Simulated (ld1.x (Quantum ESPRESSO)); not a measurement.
# What one change does to a pseudopotential (Ce, TM)

Ce, norm-conserving Troullier–Martins (Kleinman–Bylander form), made with ld1.x (Quantum ESPRESSO) 7.5 (PBEsol, scalar-relativistic). Core [Xe] 4f1, reference 5d1 6s1 6p0 (charge +1). Waves: 6s (bound): rc 3.75 bohr; 5d (bound): rc 3.90 bohr; 6p (bound, empty): rc 3.15 bohr. Local part: the p channel. Core correction: none.

Change: core correction a·sin(br)/r model core inside 2.76 bohr.

Cutoffs: the cutoffs (Ry, on a coarse ladder) from which the occupation-weighted sum of valence levels, in a spherical-Bessel basis at the reference potential, stays within 10 and 1 mRy of its value at 400 Ry; they do not see the model core or the augmentation charge, which bear on the density cutoff. Errors are all-electron minus pseudo energies relative to the spin-unpolarised reference configuration.

Task: What does the change do?

Result: Both files are so soft that the ladder of cutoffs tells neither apart; both files keep a bound ghost (p, s); of the 7 tests that both files solve, the error grows in 0 and shrinks in 7 by more than 15 % and 0.3 meV (median size 68.1 → 33.0 meV). Exchange and correlation are not linear in the density, so unscreening with the valence charge alone errs where core and valence overlap; a model core restores that term. A model core, the more so a compact one, raises the density cutoff, which this test does not measure.

| quantity | base | changed |
| --- | --- | --- |
| cutoff, loose | 10 Ry | 10 Ry |
| cutoff, tight | 12 Ry | 12 Ry |
| bound ghosts | s, p (extra level of the local part) | s, p (extra level of the local part) |
| error for 5d1 6s2 6p0, meV [ΔE -6.10 eV] | -12 | -5.9 |
| error for 5d1 6s0 6p0, meV [ΔE 11.04 eV] | +68 | -33 |
| error for 5d1 6s1.5 6p0, meV [ΔE -3.65 eV] | -2.9 | -1.9 |
| error for 5d2 6s0 6p0, meV [ΔE 0.15 eV] | +88 | -60 |
| error for 5d1 6s0 6p1, meV [ΔE 3.07 eV] | +50 | -7.7 |
| error for 5d0 6s2 6p1, meV [ΔE -3.79 eV] | +151 | -38 |
| error for 5d0 6s2 6p0, meV [ΔE 0.32 eV] | +159 | -58 |
| s: phases at 4.25 bohr within 0.05 rad from the reference energy up to (Ry; the scan ends near 5) | 1.0 | 1.0 |
| p: phases at 4.25 bohr within 0.05 rad from the reference energy up to (Ry; the scan ends near 5) | -0.3 | -0.3 |
| d: phases at 4.25 bohr within 0.05 rad from the reference energy up to (Ry; the scan ends near 5) | 0.0 | 0.0 |

 A true bound ghost makes a file unfit for plane-wave use even where its test errors are small: the radial tests pick states by their node count and pass the ghost by.
